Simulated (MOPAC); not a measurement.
A run for MOPAC: PM6 on H2SeZn (SMILES [ZnH][SeH]), a point of a bond scan (R = 1.843 Å).

```
PM6 1SCF PRECISE CHARGE=0 THREADS=1
H2SeZn

Zn    -0.70919421 1    -0.50984122 1    -0.82879930 1
H     -1.79459355 1    -1.29554973 1    -2.09362696 1
Se     0.65395606 1     0.50525059 1     0.74073403 1
H      0.65501376 1    -0.71868499 1     1.56184434 1
```

Output:

```
*******************************************************************************
 **                                                                           **
 **                              MOPAC v23.2.5                                **
 **                                                                           **
 *******************************************************************************
 ** MOPAC's Digital Object Identifier: https://doi.org/10.5281/zenodo.6511958 **
 **                                                                           **
 ** Please cite the open-source release paper for use of this MOPAC version:  **
 ** J. E. Moussa and J. J. P. Stewart (2026)                                  **
 ** MOPAC: An open-source semiempirical molecular orbital program             **
 ** J. Open Source Softw., 11(119), 8025, https://doi.org/10.21105/joss.08025 **
 *******************************************************************************

                              PM6 CALCULATION RESULTS

 *******************************************************************************
 *  PM6        - The PM6 Hamiltonian to be used
 *
 *
 *
 *                 CHARGE ON SYSTEM = 0
 *
 *
 *
 *  PRECISE    - TIGHTER CRITERIA TO BE USED
 *  1SCF       - DO 1 SCF AND THEN STOP
 *  THREADS=1  - MULTI-THREADING NOT USED
 *  T=         - A TIME OF 172800.0 SECONDS REQUESTED
 *  DUMP=N     - RESTART FILE WRITTEN EVERY 7200.0 SECONDS REQUESTED
 *******************************************************************************
PM6 1SCF PRECISE CHARGE=0 THREADS=1
 H2SeZn

   ATOM   CHEMICAL          X               Y               Z
  NUMBER   SYMBOL      (ANGSTROMS)     (ANGSTROMS)     (ANGSTROMS)

     1      Zn         -0.70919421  *  -0.50984122  *  -0.82879930  *
     2       H         -1.79459355  *  -1.29554973  *  -2.09362696  *
     3      Se          0.65395606  *   0.50525059  *   0.74073403  *
     4       H          0.65501376  *  -0.71868499  *   1.56184434  *



          CARTESIAN COORDINATES

    NO.       ATOM           X           Y           Z

     1        Zn         -0.7092     -0.5098     -0.8288
     2         H         -1.7946     -1.2955     -2.0936
     3        Se          0.6540      0.5053      0.7407
     4         H          0.6550     -0.7187      1.5618

 General Reference for PM6:
 "Optimization of Parameters for Semiempirical Methods V: Modification of NDDO Approximations
 and Application to 70 Elements", J. J. P. Stewart, J. Mol. Mod., 13, 1173-1213 (2007)
 URL: https://link.springer.com/article/10.1007/s00894-007-0233-4

           Empirical Formula: H2 Zn Se  =     4 atoms



      MOLECULAR POINT GROUP   :   Cs


      RHF CALCULATION, NO. OF DOUBLY OCCUPIED LEVELS = 5


 -------------------------------------------------------------------------------
 PM6 1SCF PRECISE CHARGE=0 THREADS=1
 H2SeZn



     1SCF WAS SPECIFIED, SO BFGS WAS NOT USED
     SCF FIELD WAS ACHIEVED


                              PM6 CALCULATION
                                                       MOPAC v23.2.5 Linux




          FINAL HEAT OF FORMATION =         25.59541 KCAL/MOL =     107.09118 KJ/MOL


          COSMO AREA              =         88.59 SQUARE ANGSTROMS
          COSMO VOLUME            =         67.06 CUBIC ANGSTROMS

          IONIZATION POTENTIAL    =          8.639530 EV
          HOMO LUMO ENERGIES (EV) =         -8.640 -1.647
          NO. OF FILLED LEVELS    =          5
          MOLECULAR WEIGHT        =        146.3558         POINT GROUP:  Cs

          MOLECULAR DIMENSIONS (Angstroms)

            Atom       Atom       Distance
            H     4    H     2     4.43800
           Se     3    H     4     1.37989
           Zn     1   Se     3     0.00000


          SCF CALCULATIONS        =          1





   ATOM   CHEMICAL          X               Y               Z
  NUMBER   SYMBOL      (ANGSTROMS)     (ANGSTROMS)     (ANGSTROMS)

     1      Zn         -0.70919421  *  -0.50984122  *  -0.82879930  *
     2       H         -1.79459355  *  -1.29554973  *  -2.09362696  *
     3      Se          0.65395606  *   0.50525059  *   0.74073403  *
     4       H          0.65501376  *  -0.71868499  *   1.56184434  *

                             CARTESIAN COORDINATES

   1   Zn       -0.709194210    -0.509841220    -0.828799300
   2    H       -1.794593550    -1.295549730    -2.093626960
   3   Se        0.653956060     0.505250590     0.740734030
   4    H        0.655013760    -0.718684990     1.561844340


           Empirical Formula: H2 Zn Se  =     4 atoms



      MOLECULAR POINT GROUP   :   Cs


                  EIGENVALUES
 -23.55676 -16.06637 -13.43154  -9.07593  -8.63953  -1.64657  -0.83504   0.62719
   2.42128   3.96096


              NET ATOMIC CHARGES AND DIPOLE CONTRIBUTIONS

  ATOM NO.   TYPE          CHARGE      No. of ELECS.   s-Pop       p-Pop
    1         Zn           0.079739        1.9203     1.33696     0.58330
    2          H           0.073023        0.9270     0.92698
    3         Se          -0.239187        6.2392     1.98844     4.25075
    4          H           0.086425        0.9136     0.91357
 DIPOLE           X         Y         Z       TOTAL
 POINT-CHG.    -1.380    -1.528    -1.254     2.412
 HYBRID         0.174    -0.209     0.427     0.506
 SUM           -1.206    -1.737    -0.827     2.271


          ATOMIC ORBITAL ELECTRON POPULATIONS

     Atom    s        px        py        pz
    1 Zn   1.33696   0.22408   0.10673   0.25249
    2  H   0.92698
    3 Se   1.98844   1.68535   1.13730   1.42810
    4  H   0.91357

 **********************
 *                    *
 * JOB ENDED NORMALLY *
 *                    *
 **********************




 == MOPAC DONE ==
```

The run finished.

Cost: around 0.04 core-seconds (rough).
